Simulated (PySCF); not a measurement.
Compound: C3H12BPSi.
SMILES with atom numbers: `[CH3:1][CH2:2][C@H:3]([SiH3:4])[BH:5][PH2:6]` (hydrogens: H7, H8, H9 on C1; H10, H11 on C2; H12 on C3; H13, H14, H15 on Si4; H16 on B5; H17, H18 on P6)

The calculation used core-valence-separated Tamm–Dancoff BHandHLYP/aug-pcX-1 (pcseg-1 on H, def2-SVPD on P, def2-SVPD on Si) in PySCF, non-relativistic, gas phase, PBE0-D3(BJ)/def2-SVP geometry.

Computed carbon K-edge spectrum, Gaussian lines of 0.5 eV full width, highest printed point 100; it ends one width below the last computed root. The energies are unshifted.

| photon energy (eV) | absorption |
| --- | --- |
| 282.8 | 0 |
| 282.9 | 0 |
| 283.0 | 1 |
| 283.1 | 3 |
| 283.2 | 5 |
| 283.3 | 7 |
| 283.4 | 9 |
| 283.5 | 8 |
| 283.6 | 6 |
| 283.7 | 4 |
| 283.8 | 2 |
| 283.9 | 1 |
| 284.0 | 0 |
| 284.1 | 0 |
| 284.2 | 0 |
| 284.3 | 0 |
| 284.4 | 1 |
| 284.5 | 3 |
| 284.6 | 8 |
| 284.7 | 15 |
| 284.8 | 27 |
| 284.9 | 39 |
| 285.0 | 51 |
| 285.1 | 59 |
| 285.2 | 63 |
| 285.3 | 69 |
| 285.4 | 77 |
| 285.5 | 88 |
| 285.6 | 96 |
| 285.7 | 98 |
| 285.8 | 95 |
| 285.9 | 92 |
| 286.0 | 93 |
| 286.1 | 97 |
| 286.2 | 100 |
| 286.3 | 98 |

**Question.** Assign the maxima to core holes.

**Answer.** 3 maxima:
- 283.4 eV: C3 (sp3 carbon bound to silicon), 283.43 eV, f = 0.005, 100 % of the height at the exact maximum
- 285.7 eV: C3 (sp3 carbon bound to silicon), 285.59 eV, f = 0.033, 52 % of the height at the exact maximum; C2 (chain CH2 carbon), 285.75 eV, f = 0.016, 25 % of the height at the exact maximum; C1 (methyl carbon), 286.01 eV, f = 0.027, 14 % of the height at the exact maximum
- 286.2 eV: C2 (chain CH2 carbon), 286.32 eV, f = 0.030, 44 % of the height at the exact maximum; C1 (methyl carbon), 286.01 eV, f = 0.027, 27 % of the height at the exact maximum; C1 (methyl carbon), 286.26 eV, f = 0.011, 19 % of the height at the exact maximum

Further lines of some strength in the range: C1, 284.91 eV, f = 0.009; C2, 285.06 eV, f = 0.007; C3, 285.15 eV, f = 0.017; C1, 285.39 eV, f = 0.009.

Roots within 0.03 eV on the same or equivalent atoms count as one line; shares under 12 % aren't listed.

Vibrational structure and lifetime widths aren't in the curve. The ionisation threshold wasn't computed; near and above it a finite basis only mimics Rydberg series and continuum.

Shape of the structure used: `[CH3:1][CH2:2][C@H:3]([SiH3:4])[BH:5][PH2:6]`: C1–C2–C3–Si4 -176°, C2–C3–B5–P6 -146°, H–P6–B5–C3 -137°, H–P6–B5–C3 -35°.

One conformer stands for the species.
